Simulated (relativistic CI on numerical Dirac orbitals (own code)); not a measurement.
# Ru7+ (4d) in a crystal field

Calculated by Dirac-Coulomb-Breit CI, orbitals from a KLI potential per configuration, a model potential for QED, valence Slater integrals scaled by 0.7, one configuration in a parametric crystal field (own radial code).

Field parameters in Wybourne normalisation: D3d B²₀ = −7Dσ, B⁴₀ = −14Dq − 21Dτ, B⁴₃ = −14√(10/7) Dq; D4h B²₀ = −7Ds, B⁴₀ = 21(Dq − Dt), B⁴₄ = 21√(5/14) Dq; Oh B⁴₀ = 21Dq, B⁴₄ = √(5/14) B⁴₀; Td as Oh with Dq negative (B⁴₀ = 21Dq, B⁴₄ = √(5/14) B⁴₀). The field is a parameter set, without covalency.

S is read from ⟨S²⟩ = S(S + 1).

Powder χT (cm³ K mol⁻¹) by Van Vleck's formula, with temperature-independent terms:

| Field | 2 K | 5 K | 10 K | 20 K | 50 K | 100 K | 200 K | 300 K |
| --- | --- | --- | --- | --- | --- | --- | --- | --- |
| D3d, 10Dq = 31400, Dσ = -120, Dτ = 200 cm⁻¹ | 0.0351 | 0.0357 | 0.0366 | 0.0384 | 0.044 | 0.0533 | 0.0715 | 0.0889 |
| D3d, 10Dq = 36950, Dσ = -850, Dτ = -130 cm⁻¹ | 0.00496 | 0.00552 | 0.00646 | 0.00833 | 0.014 | 0.0233 | 0.0421 | 0.0612 |
| D4h, 10Dq = 25550, Ds = -1230, Dt = 1170 cm⁻¹ | 0.227 | 0.227 | 0.227 | 0.228 | 0.23 | 0.233 | 0.24 | 0.246 |
| Oh, 10Dq = 18300 cm⁻¹ | 0.0213 | 0.0218 | 0.0227 | 0.0246 | 0.0302 | 0.0395 | 0.058 | 0.0766 |
| Oh, 10Dq = 22350 cm⁻¹ | 0.015 | 0.0155 | 0.0165 | 0.0184 | 0.0241 | 0.0336 | 0.0525 | 0.0715 |
| Td, 10Dq = -12550 cm⁻¹ | 0.212 | 0.212 | 0.212 | 0.213 | 0.216 | 0.219 | 0.227 | 0.235 |
| Td, 10Dq = -17900 cm⁻¹ | 0.251 | 0.251 | 0.251 | 0.252 | 0.253 | 0.256 | 0.262 | 0.267 |

(1) For Oh, 10Dq = 18300 cm⁻¹: what effective moment follows at 300 K?

Answers

(1) μ_eff = √(8χT) = 0.78 μB. The ground level has S = 0.50; the spin-only moment for S = 1/2 is 1.73 μB. The difference comes from the orbital moment, spin-orbit mixing of terms and temperature-independent paramagnetism, all larger in this ionic model than in covalent complexes.
